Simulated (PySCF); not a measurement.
# Polarisability and C₆ of Rh²⁺ (rhodium, charge +2)

[Kr] 4d6 5s1, high-spin 6D determinant (an excited configuration). Calculation: PySCF 2.14, in aug-cc-pwCVDZ-PP with ECP28MDF; a scalar-relativistic core potential. Coupled (time-dependent) response in atomic units; α is the mean over directions. A double-zeta set is small for polarisabilities.

```json
{"method": "BLYP", "mean α (bohr³)": "18.00", "α xx, yy, zz": "17.77, 17.77, 18.47", "C₆ (like pair)": "100.6", "S(−4)": "193.5"}
```

S(−4) is the Cauchy moment in α(ω) = α(0) + S(−4) ω² + …

Spin-orbit coupling is absent.

α(iu) at BLYP:

```
u (hartree)  α(iu) (bohr³)
          0          18.00
     0.0500          17.53
      0.100          16.31
      0.200          13.11
      0.300          10.38
      0.500          7.100
      0.750          5.062
       1.00          3.906
       1.50          2.580
       2.00          1.831
       3.00          1.044
       5.00         0.4572
```

A single London oscillator, α(iu) = α/(1 + u²/ω²), gives C₆ = (3/4) ω α². Matching the computed C₆ needs ω = 4 × 100.6 / (3 × 18.00²) = 0.414 hartree.

For an ion, C₆ is the dispersion term alone; charge-induced terms of lower order in 1/R come first.

The components differ because the open shell of this determinant is not spherical; for a pure term their mean is the scalar polarisability.

Energies and moments cover only the electrons outside the core potential.
